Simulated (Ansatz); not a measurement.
Input file for Ansatz (a quantum-chemistry and plane-wave program): R-B3LYP/def2-TZVPP on CH3ClF2Si (SMILES C[Si](F)(F)Cl).

Ansatz 0.2 input:
```yaml
crystal:
  periodic: [false, false, false]
  atoms:
    - {symbol: Si, position_ang: [0.80655054, 0.14802964, 0.06217144]}
    - {symbol: F, position_ang: [1.16050794, 1.68175292, -0.14707522]}
    - {symbol: F, position_ang: [1.39187530, -0.26241829, 1.48002349]}
    - {symbol: C, position_ang: [-1.00936153, -0.12006868, 0.00004641]}
    - {symbol: Cl, position_ang: [1.80545287, -0.92216235, -1.35860932]}
    - {symbol: H, position_ang: [-1.24512632, -1.17279092, 0.15997075]}
    - {symbol: H, position_ang: [-1.40594999, 0.17856316, -0.97099552]}
    - {symbol: H, position_ang: [-1.50394880, 0.46919452, 0.77446796]}
basis:
  gaussian:
    orbitals: def2-TZVPP
hamiltonian:
  xc: {name: B3LYP}
scf: {lower_state_search: off}
```

Q: Predict the final total energy.

A: -989.6715 hartree.

Q: How many basis functions does it have, and what does it roughly cost on one machine?

A: 219 functions; very roughly 6 core-seconds.
